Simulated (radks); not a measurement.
Exchange energies: the exact (Fock) value of the Kohn-Sham orbitals and density-functional approximations, in hartree. Species: K [Ar] 4s1; Lu2+ [Xe] 4f14 6s1; P4+ [Ne] 3s1; S4+ [Ne] 3s2; Cd [Kr] 4d10 5s2. All-electron calculation, non-relativistic Kohn-Sham, LDA (Slater exchange, Perdew-Wang correlation), spin-polarised, spherical densities, point nucleus. Program: a radial shooting solver on a logarithmic mesh with Libxc functionals. Every spin shell is full or empty, so the densities are truly spherical. Functionals are evaluated on that one density, not self-consistently.

[
 {"functional": "exact", "K": "-32.5944", "Lu2+": "-282.045", "P4+": "-21.2564", "S4+": "-23.4550", "Cd": "-148.688"},
 {"functional": "LDA", "K": "-30.162", "Lu2+": "-271.31", "P4+": "-19.480", "S4+": "-21.540", "Cd": "-141.44"},
 {"functional": "PBE", "K": "-32.428", "Lu2+": "-281.71", "P4+": "-21.130", "S4+": "-23.341", "Cd": "-148.13"},
 {"functional": "PBEsol", "K": "-31.518", "Lu2+": "-277.35", "P4+": "-20.482", "S4+": "-22.627", "Cd": "-145.35"},
 {"functional": "revPBE", "K": "-32.543", "Lu2+": "-281.98", "P4+": "-21.233", "S4+": "-23.445", "Cd": "-148.34"},
 {"functional": "OPTX", "K": "-32.635", "Lu2+": "-287.62", "P4+": "-21.258", "S4+": "-23.464", "Cd": "-150.52"},
 {"functional": "WC", "K": "-32.121", "Lu2+": "-280.83", "P4+": "-20.894", "S4+": "-23.080", "Cd": "-147.47"},
 {"functional": "AM05", "K": "-30.440", "Lu2+": "-271.93", "P4+": "-19.723", "S4+": "-21.791", "Cd": "-141.94"},
 {"functional": "SOGGA", "K": "-31.507", "Lu2+": "-277.32", "P4+": "-20.470", "S4+": "-22.617", "Cd": "-145.33"},
 {"functional": "G96", "K": "-32.632", "Lu2+": "-283.98", "P4+": "-21.278", "S4+": "-23.486", "Cd": "-149.27"},
 {"functional": "APBE", "K": "-32.782", "Lu2+": "-283.47", "P4+": "-21.379", "S4+": "-23.615", "Cd": "-149.24"},
 {"functional": "revTPSS", "K": "-32.422", "Lu2+": "-280.09", "P4+": "-21.170", "S4+": "-23.360", "Cd": "-147.40"},
 {"functional": "r2SCAN", "K": "-32.599", "Lu2+": "-282.07", "P4+": "-21.266", "S4+": "-23.452", "Cd": "-148.60"},
 {"functional": "Tao-Mo", "K": "-32.525", "Lu2+": "-280.30", "P4+": "-21.235", "S4+": "-23.438", "Cd": "-147.57"},
 {"functional": "TASK", "K": "-31.622", "Lu2+": "-277.00", "P4+": "-20.669", "S4+": "-22.730", "Cd": "-145.36"},
 {"functional": "MVS", "K": "-32.534", "Lu2+": "-282.64", "P4+": "-21.207", "S4+": "-23.382", "Cd": "-148.83"}
]
